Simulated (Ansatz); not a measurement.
Pulling on the Sn1–F2 bond in F2Sn (SMILES [F][Sn][F]) (multiplicity 1 held, fragments rigid). Energies count from the point at 1.948 Å.
Geometry at that point (charge 0, multiplicity 1):
```xyz
3

Sn     0.026    -0.016     0.343
F      0.655     1.298    -0.951
F     -0.801    -1.210    -0.955
```

R- and RO- levels are restricted; in cc, def2 and unpolarised 6-31G sets they are followed outwards from rest. U- levels take the lowest unrestricted solution at each point, which mixes spins at long bonds. Curves can end on different states.

Cores are frozen in the correlated methods. Filled d and f shells under p-block atoms count as core.

Codes used: Ansatz (Gaussian basis) for Hartree–Fock, density functionals and correlated methods. Values without a source in brackets are computed. In def2 rows elements past Kr take small-core potentials, without spin–orbit coupling.

Energies in kcal/mol.

```json
[
 {"R (Å)": "1.559", "U-HF/def2-SVP": "79.9", "U-SCS-MP2/def2-SVP": "86.3", "U-CCSD/def2-SVP": "85.7", "U-CCSD(T)/def2-SVP": "86.5", "R-CCSDT/def2-SVP": "86.6", "R-CCSDT(Q)/def2-SVP": "86.7"},
 {"R (Å)": "1.753", "U-HF/def2-SVP": "12.5", "U-SCS-MP2/def2-SVP": "15.2", "U-CCSD/def2-SVP": "15.0", "U-CCSD(T)/def2-SVP": "…", "R-CCSDT/def2-SVP": "15.4", "R-CCSDT(Q)/def2-SVP": "15.5"},
 {"R (Å)": "1.948", "U-HF/def2-SVP": "0.0", "U-SCS-MP2/def2-SVP": "0.0", "U-CCSD/def2-SVP": "0.0", "U-CCSD(T)/def2-SVP": "0.0", "R-CCSDT/def2-SVP": "0.0", "R-CCSDT(Q)/def2-SVP": "0.0"},
 {"R (Å)": "2.143", "U-HF/def2-SVP": "9.3", "U-SCS-MP2/def2-SVP": "7.5", "U-CCSD/def2-SVP": "7.6", "U-CCSD(T)/def2-SVP": "…", "R-CCSDT/def2-SVP": "7.2", "R-CCSDT(Q)/def2-SVP": "7.1"},
 {"R (Å)": "2.338", "U-HF/def2-SVP": "26.1", "U-SCS-MP2/def2-SVP": "23.1", "U-CCSD/def2-SVP": "23.4", "U-CCSD(T)/def2-SVP": "22.6", "R-CCSDT/def2-SVP": "22.5", "R-CCSDT(Q)/def2-SVP": "22.2"},
 {"R (Å)": "2.630", "U-HF/def2-SVP": "53.2", "U-SCS-MP2/def2-SVP": "49.3", "U-CCSD/def2-SVP": "49.5", "U-CCSD(T)/def2-SVP": "…", "R-CCSDT/def2-SVP": "47.9", "R-CCSDT(Q)/def2-SVP": "47.3"},
 {"R (Å)": "2.922", "U-HF/def2-SVP": "71.5", "U-SCS-MP2/def2-SVP": "96.2", "U-CCSD/def2-SVP": "73.8", "U-CCSD(T)/def2-SVP": "72.7", "R-CCSDT/def2-SVP": "70.2", "R-CCSDT(Q)/def2-SVP": "68.9"},
 {"R (Å)": "3.409", "U-HF/def2-SVP": "76.9", "U-SCS-MP2/def2-SVP": "113.0", "U-CCSD/def2-SVP": "100.6", "U-CCSD(T)/def2-SVP": "100.6", "R-CCSDT/def2-SVP": "96.7", "R-CCSDT(Q)/def2-SVP": "92.1"},
 {"R (Å)": "3.896", "U-HF/def2-SVP": "78.0", "U-SCS-MP2/def2-SVP": "116.7", "U-CCSD/def2-SVP": "111.1", "U-CCSD(T)/def2-SVP": "112.7", "R-CCSDT/def2-SVP": "109.9", "R-CCSDT(Q)/def2-SVP": "102.0"},
 {"R (Å)": "4.481", "U-HF/def2-SVP": "78.4", "U-SCS-MP2/def2-SVP": "117.3", "U-CCSD/def2-SVP": "111.7", "U-CCSD(T)/def2-SVP": "113.4", "R-CCSDT/def2-SVP": "114.5", "R-CCSDT(Q)/def2-SVP": "107.8"},
 {"R (Å)": "5.260", "U-HF/def2-SVP": "78.6", "U-SCS-MP2/def2-SVP": "117.6", "U-CCSD/def2-SVP": "112.0", "U-CCSD(T)/def2-SVP": "113.7", "R-CCSDT/def2-SVP": "115.3", "R-CCSDT(Q)/def2-SVP": "102.7"},
 {"R (Å)": "6.234", "U-HF/def2-SVP": "78.7", "U-SCS-MP2/def2-SVP": "117.6", "U-CCSD/def2-SVP": "112.1", "U-CCSD(T)/def2-SVP": "113.8", "R-CCSDT/def2-SVP": "115.1", "R-CCSDT(Q)/def2-SVP": "100.5"}
]
```

Problem. Fill in the missing entries.

Solution. 
- 2.143, U-CCSD(T)/def2-SVP: 7.3
- 1.753, U-CCSD(T)/def2-SVP: 15.3
- 2.630, U-CCSD(T)/def2-SVP: 48.2

Doubts at one or more of the structures used: a spin-contaminated determinant (U-HF/def2-SVP, U-SCS-MP2/def2-SVP, U-CCSD/def2-SVP, U-CCSD(T)/def2-SVP); T1 above 0.05 (U-CCSD/def2-SVP, U-CCSD(T)/def2-SVP, R-CCSDT/def2-SVP, R-CCSDT(Q)/def2-SVP); a restricted determinant that unrestricted orbitals would lower (R-CCSDT/def2-SVP, R-CCSDT(Q)/def2-SVP); other coupled-cluster roots lie near (R-CCSDT/def2-SVP, R-CCSDT(Q)/def2-SVP).

Ansatz is a program for electronic structure.
